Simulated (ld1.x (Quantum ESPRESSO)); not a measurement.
## Reading a pseudo-wave (Zr (Z = 40))

Columns: radius, all-electron u(r) and pseudo u(r) of the 4s shell (level -68.93 eV) of zirconium in the configuration [Ar] 3d10 4s2 4p6 4d2 5s0 5p0; revPBE, scalar-relativistic, RRKJ scheme, ld1.x (Quantum ESPRESSO) 7.5.

```tsv
r (bohr)	all-electron	pseudo
0.143	-0.2727	-0.1580
0.285	0.4739	-0.3168
0.428	0.4316	-0.4776
0.570	-0.0771	-0.6317
0.713	-0.5745	-0.7701
0.855	-0.8919	-0.8770
0.998	-1.0336	-0.9411
1.140	-1.0431	-0.9538
1.283	-0.9715	-0.9156
1.425	-0.8597	-0.8355
1.568	-0.7335	-0.7276
1.710	-0.6106	-0.6106
1.853	-0.4981	-0.4983
1.995	-0.4009	-0.4009
2.138	-0.3184	-0.3184
2.280	-0.2510	-0.2510
2.423	-0.1961	-0.1961
2.565	-0.1526	-0.1526
2.708	-0.1179	-0.1179
2.850	-0.0908	-0.0908
2.992	-0.0698	-0.0698
3.135	-0.0533	-0.0533
3.278	-0.0406	-0.0406
3.420	-0.0309	-0.0309
3.563	-0.0234	-0.0234
3.705	-0.0178	-0.0178
```

How many radial nodes do the two functions have?

The all-electron 4s function has n − l − 1 = 3 (the table is too coarse to show those close to the nucleus); the pseudo-wave has 0, since the states of the same l below it are removed with the core.

At about which radius was the pseudo-wave matched?

2.00 bohr. The columns agree to 0.0005 from 1.71 bohr on; several derivatives are matched, so the curves merge somewhat inside the radius.

Is the pseudo-wave norm-conserving?

Yes: the RRKJ scheme keeps the norm inside the radius equal to the all-electron one, which fixes the energy derivative of the logarithmic derivative at the level.
